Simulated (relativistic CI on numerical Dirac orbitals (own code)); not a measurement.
# Mn3+: resonant inelastic scattering at the L2,3 edge

Computed with this model: Dirac-Coulomb-Breit CI, orbitals from a KLI potential per configuration, QED by a radiative potential, valence Slater integrals scaled by 0.9, Kramers-Heisenberg scattering through one core-hole configuration in a parametric crystal field; configurations [Ar] 3d4 → [He] 2s2 2p5 3s2 3p6 3d5; 10 K; core-hole width 0.24 eV; summed over polarisations. Incident energies are the highest absorption maxima for each field (at most a few, so the weaker spin-orbit partner edge can be absent), on the computed scale of the free ion. Intensities are in per cent of the strongest line above 0.02 eV; levels within 1 cm⁻¹ are merged; final levels count from the ground level, the first row holds all elastic scattering, lines under 0.4 are left out and each table stops after 24 rows. The scale of the Slater integrals is a model choice and moves the terms in proportion.

Field parameters in Wybourne normalisation: Oh B⁴₀ = 21Dq, B⁴₄ = √(5/14) B⁴₀. The field is a parameter set, without covalency.

S is read from ⟨S²⟩ = S(S + 1).

Oh, 10Dq = 4100 cm⁻¹:

```csv
Final level (eV),Degeneracy,Irrep,S,644.4 eV,646.1 eV,646.4 eV
0.000,1,A1,2.00,794.6,124.9,220.3
0.002,3,T1,2.00,684.4,80.3,139.7
0.004,2,E,2.00,73.2,10.1,16.9
0.006,3,T2,2.00,54.3,2.2,13.4
0.008,1,A2,2.00,3.7,1.3,1.1
0.495,3,T2,2.00,35.8,6.5,45.2
0.497,3,T1,2.00,55.3,46.8,100.0
0.498,1,A1,2.00,31.0,4.9,26.1
0.527,3,T1,2.00,65.5,8.6,16.2
0.527,2,E,2.00,42.9,6.7,38.7
0.546,3,T2,2.00,37.7,2.6,7.0
2.340,1,A1,1.00,0.4,4.5,15.8
2.349,3,T1,1.00,0.2,2.5,2.3
2.354,3,T2,1.00,0.1,2.2,2.5
2.357,2,E,1.00,0.3,1.4,0.9
2.636,3,T2,1.00,0.4,5.8,1.1
2.637,3,T1,1.00,0.6,1.7,0.6
2.737,1,A1,1.00,0.2,3.4,7.3
2.775,3,T1,1.00,0.5,3.2,32.3
2.816,2,E,1.00,0.9,1.7,1.6
2.826,3,T1,1.00,0.6,1.8,2.1
2.838,3,T2,1.00,1.0,0.9,1.4
2.852,2,E,1.00,0.6,8.3,3.6
2.853,3,T2,1.00,0.6,12.2,19.3
```

Oh, 10Dq = 9300 cm⁻¹:

```
Final level (eV)  Degeneracy  Irrep     S  644.6 eV  645.3 eV  646.4 eV
           0.000           1     A1  2.00     527.0      81.2     188.8
           0.001           3     T1  2.00     273.9      33.2     155.5
           0.003           2      E  2.00      11.6       8.8      35.8
           0.004           3     T2  2.00      55.2      14.6      10.4
           0.005           1     A2  2.00       5.7       0.6       1.2
           1.137           7         2.00      60.2      42.0     100.0
           1.168           5   E+T1  2.00      11.1      38.4       7.0
           1.187           3     T2  2.00       7.4      17.2       2.1
           1.800           1     A1  1.00       1.5       2.2      14.2
           1.818           3     T1  1.00       1.5       3.0       9.1
           1.844           3     T2  1.00       2.2       1.1       1.9
           1.846           2      E  1.00       1.0       2.3       4.3
           2.670           3     T2  1.00       0.2       1.3       2.8
           2.671           3     T1  1.00       0.5       0.6       1.0
           2.767           1     A1  1.00       0.5       0.8       6.3
           2.797           3     T1  1.00       0.5       1.0       2.3
           2.850           3     T2  0.99       1.3       2.9       1.2
           2.851           2      E  1.00       0.6       2.9       0.9
           2.896           2      E  0.99       0.7       0.4       6.3
           2.905           3     T1  1.00       0.7       1.4       0.4
           2.919           3     T2  0.99       0.6       1.0       2.7
           3.130           3     T2  0.79       2.7       1.2       0.9
           3.221           3     T2  0.46       0.5       1.6       0.5
           3.249           3     T1  1.00       0.8       1.6       1.5
```

For the first field the strongest loss at the lowest incident energy is the level at 0.53 eV (S = 2.00, against 2.00 in the thermal ground state). Levels of other spin, the first over 8 % at 2.34 eV, appear because spin-orbit coupling of the core hole, and in heavier ions of the valence shell too, mixes spins.
